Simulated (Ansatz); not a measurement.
Clusters of 5 atoms, chalcogenide: PBE-D4/def2-TZVP single points in Ansatz on relaxed structures, gas phase. Each cluster is the lowest isomer that a short search found in that spin, judged at the geometry's level, and lower ones may exist. Core potentials for Hf, Te, no spin–orbit coupling. Binding counts from free atoms in the multiplicity of their measured ground term, without zero-point energy. Singlets are spin-restricted. The structures are stationary points that may keep the symmetry of their start. Remarks come from the PBE and PBE0 runs and from stability tests at other levels; not every state was tested.

Q: Estimate the order by HOMO (eV), lowest first.
A. Hf2S3 (singlet)
B. Ga2Te3 (singlet)
C. Cr2S3 (singlet)

A: C (-5.87), B (-5.24), A (-4.09).

In full:

```csv
species,atoms,state,geometry,HOMO (eV),LUMO (eV),gap (eV),binding per atom (eV),lowest of the spins relaxed,point group (within 0.1 Å),remarks
Hf2S3,5,singlet,r2SCAN-D4/def2-SVP,-4.09,-2.54,1.55,4.64,–,D3h,restricted SCF unstable in HF
Cr2S3,5,singlet,PBE0-D4/def2-SVP,-5.87,-4.63,1.25,3.09,–,D3h,restricted SCF unstable in HF
Ga2Te3,5,singlet,r2SCAN-D4/def2-SVP,-5.24,-3.78,1.45,2.40,"singlet, of singlet/triplet/quintet",Cs,–
```

The gap (eV) runs from 1.25 (Cr2S3) to 1.55 (Hf2S3).
